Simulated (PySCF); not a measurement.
Job for PySCF: R-B3LYP/6-31G* on AlH5O (a complex).

```python
from pyscf import gto, scf, dft, mp
from pyscf.data.elements import chemcore

mol = gto.M(
    atom='''
    Al   -0.02131263    0.21827211    0.32568648
    H     0.60329896   -0.93480702   -0.56573406
    H    -1.60833495    0.38573284    0.33738105
    H     0.86874100    1.50996026    0.61918682
    O     0.11130945   -0.54711646    2.21663320
    H    -0.75374022   -0.64871489    2.63424699
    H     0.65940186   -0.00249505    2.79630045
    ''',
    basis='6-31g*',
    cart=True,
    charge=0, spin=0, verbose=3, max_memory=1800)
mf = dft.RKS(mol, xc='b3lyp')
mf.conv_tol = 1e-8
mf.max_cycle = 100
mf.kernel()
if not mf.converged:
    mf = mf.newton().run(mf.mo_coeff, mf.mo_occ)
```

Q: Give the final energy of this run.

A: -320.6514 hartree.
